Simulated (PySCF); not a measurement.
An unknown is described by computed data only.

Formula: C4H7FOSi.

* Dipole: 4.29 D [wB97X-D/def2-SVPD]
* 1H NMR: chemical shifts (computed TMS as zero) by class: 10.46 (1 H), 5.84 (1 H), 4.49 (2 H), 0.51 (3 H) ppm [GIAO PBE0/pcSseg-1]
* Rotational structure: rotational constants A, B, C: 5.133, 0.943, 0.879 GHz [GFN2-xTB]
* UV, first state: lowest singlet excitation: 3.65 eV (340 nm, f = 0.001) [TDDFT wB97X-D/def2-SVPD]
* Triplet: lowest triplet excitation (Tamm–Dancoff): 3.15 eV [TDA wB97X-D/def2-SVPD]
* UV, strongest line: among the 8 lowest singlet transitions: S2 at 5.81 eV (213 nm, f = 0.576) [TDDFT wB97X-D/def2-SVPD]
* NMR, other nuclei: isotropic shieldings of nuclei other than C and H, by class: -373 (1 O), 268 (1 F), 396 (1 Si) ppm [GIAO PBE0/pcSseg-1]
* 13C NMR: chemical shifts (computed TMS as zero) by class: 195.9 (1 C), 190.1 (1 C), 131.4 (1 C), -7.6 (1 C) ppm [GIAO PBE0/pcSseg-1]

The electronic properties come from PySCF, for the isolated species, density fitting. Levels stand in brackets. Geometry: GFN2-xTB, one conformer, isolated molecule. NMR classes are plain means over equivalent atoms (diastereotopic ones count apart unless rotation or inversion swaps them), as if these changed places fast.

Q: Propose a structure and show how it fits.

A: Numbering: `[CH3:1][SiH2:2]/[C:3]([F:4])=[CH:5]/[CH:6]=[O:7]`. Its formula, C4H7FOSi, gives 2 degrees of unsaturation: 0 rings and 2 π bonds in the structure found. 4 carbons fall into 4 classes; from least to most shielded: vinylic C–F carbon [C3] (195.9 ppm), aldehyde carbon [C6] (190.1 ppm), alkene CH carbon [C5] (131.4 ppm), Si-methyl carbon [C1] (-7.6 ppm). Hydrogen classes from least to most shielded: 1 H on an aldehyde carbon, C6 (10.46 ppm), 1 H on an alkene CH carbon, C5 (5.84 ppm), 2 H on an SiH2 silicon, Si2 (4.49 ppm), 3 H on an Si-methyl carbon, C1 (0.51 ppm). The other shieldings belong to: -373 ppm, aldehyde oxygen [O7]; 268 ppm, vinyl fluorine [F4]; 396 ppm, SiH2 silicon [Si2]. S1 is mainly HOMO→LUMO (weight 0.93); the largest Löwdin shares of the orbital it empties are 0.61 on the aldehyde oxygen, 0.15 on the aldehyde carbon, 0.09 on the alkene CH carbon and 0.08 on the formyl hydrogen, of the orbital it fills 0.26 on the vinylic C–F carbon, 0.21 on the aldehyde oxygen, 0.20 on the aldehyde carbon and 0.16 on the alkene CH carbon. The optimised geometry has point group C1 and is an asymmetric top. Structure: `C[SiH2]/C(F)=C/C=O`. Computed isomers that give other values at the same levels: `C=C1C[C@H]1O[SiH2]F` (13C chemical shifts (computed TMS as zero) by class: 142.8 (1 C), 114.7 (1 C), 50.7 (1 C), 16.1 (1 C) ppm); `O=C(/C=C/F)C[SiH3]` (13C chemical shifts (computed TMS as zero) by class: 205.1 (1 C), 176.3 (1 C), 116.6 (1 C), 31.8 (1 C) ppm); `C/C(C=O)=C\[SiH2]F` (13C chemical shifts (computed TMS as zero) by class: 198.1 (1 C), 163.3 (1 C), 152.4 (1 C), 19.5 (1 C) ppm). The assignments are read from this structure; whether some other isomer fits the data as well wasn't checked.

The values belong to the conformer `[CH3:1][SiH2:2]/[C:3]([F:4])=[CH:5]/[CH:6]=[O:7]`: C1–Si2–C3–F4 -62°, C3–C5–C6–O7 180°.
